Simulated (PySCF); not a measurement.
# Towards the basis-set limit for TeC

State: ¹Σ⁺, singlet, closed shell. De refers to Te + C. RHF-based CCSD(T) in PySCF 2.14 with Te cc-pVTZ-PP with ECP28, C cc-pVTZ and Te cc-pVQZ-PP with ECP28, C cc-pVQZ (frozen core orbitals: 10; scalar-relativistic core potentials). Correlation energies are extrapolated as n⁻³ (n = 3, 4), Hartree–Fock as (n+1)·exp(−9√n). CV is the change on freezing 4 orbitals instead, in Te cc-pwCVTZ-PP with ECP28, C cc-pwCVTZ.

| Level | Re (Å) | ωe (cm⁻¹) | ωexe (cm⁻¹) | αe (cm⁻¹) | De (eV) |
| --- | --- | --- | --- | --- | --- |
| CCSD(T)/TZ | 1.9211 | 844.8 | 4.01 | 0.00259 | 4.617 |
| CCSD(T)/QZ | 1.9132 | 851.3 | 3.95 | 0.00260 | 4.773 |
| HF/CBS | 1.8667 | 962.5 | 3.42 | 0.00224 | 1.440 |
| MP2/CBS | 1.8923 | 919.1 | n/a | n/a | 5.145 |
| CCSD/CBS | 1.8899 | 910.7 | 3.38 | 0.00233 | 4.341 |
| CCSD(T)/CBS | 1.9106 | 855.6 | 3.89 | 0.00258 | 4.873 |
| CCSD(T)/CBS+CV | 1.8981 | 861.6 | 3.92 | 0.00263 | 4.990 |

Question: How much is left between CCSD(T)/QZ and the basis-set limit, and how much do the triples give at the limit?

Answer: CCSD(T)/CBS less CCSD(T)/QZ: -2.6 mÅ in Re, +4.3 cm⁻¹ in ωe and +0.100 eV in De. CCSD(T)/CBS less CCSD/CBS: +20.7 mÅ in Re, -55.1 cm⁻¹ in ωe and +0.532 eV in De.

Question: What do the later terms add?

Answer: CV: -12.5 mÅ in Re, +6.0 cm⁻¹ in ωe and +0.117 eV in De, each against the row above.

The T1 diagnostic is 0.043, large enough to doubt a single reference. The open-shell atoms are computed with UHF. Spin–orbit coupling, excitations beyond (T) and corrections to the Born–Oppenheimer picture are left out, and spin–orbit coupling matters for open p, d or f shells this heavy.

The whole job (state search and all basis sets along the bond) took about 4.8 min on 4 threads of Intel Xeon 6975P-C (shared host), peak memory 4.6 GiB.
